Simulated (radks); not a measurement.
Question: Valence configurations of neutral germanium (all share [Ar]). Calculated with a radial shooting solver on a logarithmic mesh with Libxc functionals: scalar-relativistic Kohn-Sham, BLYP, spin-polarised, spherical densities, finite nucleus; open shells are filled with parallel spins first; Fermi nuclear charge, rms radius 4.0742 fm. Order these by energy: 3d9 4s2 4p3; 3d10 4s1.5 4p2.5; 3d7 4s2 4p5; 3d9.5 4s2 4p2.5; 3d8 4s2 4p4; 3d10 4s1 4p3; 3d9.5 4s1.5 4p3; 3d10 4p4; 3d10 4s2 4p2.

Answer: From the lowest, in eV above it: 3d10 4s2 4p2 0.000; 3d10 4s1.5 4p2.5 3.239; 3d10 4s1 4p3 6.224; 3d9.5 4s2 4p2.5 13.272; 3d10 4p4 16.293; 3d9.5 4s1.5 4p3 16.576; 3d9 4s2 4p3 28.401; 3d8 4s2 4p4 66.409; 3d7 4s2 4p5 112.79. NIST lists [Ar] 3d10 4s2 4p2 as the ground configuration; this level of theory agrees among the configurations tried. The energies are those of spherical high-spin densities, not of single terms.
